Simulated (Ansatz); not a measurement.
The pair A = stibine (SMILES [SbH3]) (first 4 atoms), B = C2H4 (SMILES C=C); geometry from B3LYP-D3(BJ)/def2-TZVP.
(charge 0, multiplicity 1):
```xyz
10

Sb     0.61260    -0.14057     0.64658
H      1.19549     0.48732    -0.84522
H      1.97673     0.46651     1.48445
H     -0.28028     1.28753     0.95197
C     -0.12133     0.54402     4.25501
C     -0.27485    -0.76454     4.10996
H      0.84364     0.98330     4.47633
H     -0.95336     1.22979     4.15159
H     -1.23885    -1.20431     3.88508
H      0.55771    -1.45021     4.21112
```

Correlated levels freeze the cores. Filled d and f shells under p-block atoms count as core.

The values were computed with Ansatz (Gaussian basis) for Hartree–Fock, density functionals and correlated methods. Each number belongs to the level named beside it. In def2 rows elements past Kr take small-core potentials, without spin–orbit coupling.

Total energies (hartree), monomers frozen at their geometry in the pair:

```tsv
structure	HF/def2-SVPD	B3LYP/def2-TZVPPD	MP2/def2-TZVPPD
AB	-318.9489103	-320.7437303	-319.5266621
A in the pair's basis	-240.9694245	-242.1187677	-241.1217189
B in the pair's basis	-77.9809162	-78.6255947	-78.4021430
A	-240.9692845	-242.1187328	-241.1212571
B	-77.9802986	-78.6255098	-78.4018103
```

Problem. Work out the interaction energy without and with the counterpoise correction, and the superposition error, for each level.

Solution. 
E(AB) − E(A) − E(B), times 627.509 kcal/mol, with the monomers in their own basis and then in the pair's basis:
- HF/def2-SVPD: 0.42 uncorrected, 0.90 corrected; the monomers gain 0.48 kcal/mol from borrowed functions
- B3LYP/def2-TZVPPD: 0.32 uncorrected, 0.40 corrected; the monomers gain 0.08 kcal/mol from borrowed functions
- MP2/def2-TZVPPD: -2.26 uncorrected, -1.76 corrected; the monomers gain 0.50 kcal/mol from borrowed functions

Ansatz is a quantum-chemistry and plane-wave program.
